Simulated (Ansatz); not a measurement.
Consider the substitution at a C–Mg bond: `[CH3][Mg][OH]` + `C[S][Sn][OH]` → `C[O][Sn][S]C` + `[OH][MgH]`.

Isolated molecules relaxed with PBE0-D4/def2-TZVP in Ansatz; ΔE leaves out vibrations. CCSD(T)/CBS is the MP2 limit (def2-TZVPP, def2-QZVPP) plus CCSD(T) − MP2 in def2-TZVPP, frozen cores. Functionals use def2-TZVPP. B3LYP here is the variant with VWN-RPA as its local correlation; programs differ in this. def2 core potentials past Kr. For Mg, Sn outer-core shells are correlated without core-valence functions, which leaves a few kJ/mol of doubt a bond. One conformer a species, not always the lowest.

| level | ΔE (kJ/mol) | difference from CCSD(T)/CBS |
| --- | --- | --- |
| BLYP-D4 | 85.7 | -14.3 |
| r2SCAN0-D4 | 94.2 | -5.8 |
| ωB97X-V | 86.7 | -13.3 |
| BLYP | 96.4 | -3.6 |
| B3LYP | 94.8 | -5.2 |
| HF/def2-SVP | 63.8 | -36.2 |
| MP2/def2-SVP | 83.3 | -16.7 |
| HF/def2-TZVPP | 78.5 | -21.5 |
| SCS-MP2/def2-TZVPP | 95.4 | -4.6 |
| CCSD/def2-TZVPP | 94.0 | -6.0 |
| CCSD(T)/CBS | 100.0 | 0 |

Largest T1 diagnostic among the species: 0.016.

Leaving LDA and LC-ωPBE aside and taking each functional with its dispersion term where it has one, the values, not all of them listed here, spread over 21.7 kJ/mol, from B97M-V to PBE-QIDH. LDA lies −7.6 kJ/mol from PBE without D4. In def2-TZVPP, CCSD(T) changes the Hartree–Fock value by +16.0 kJ/mol (the triples alone add +0.5 kJ/mol) and MP2 by +24.2 kJ/mol.
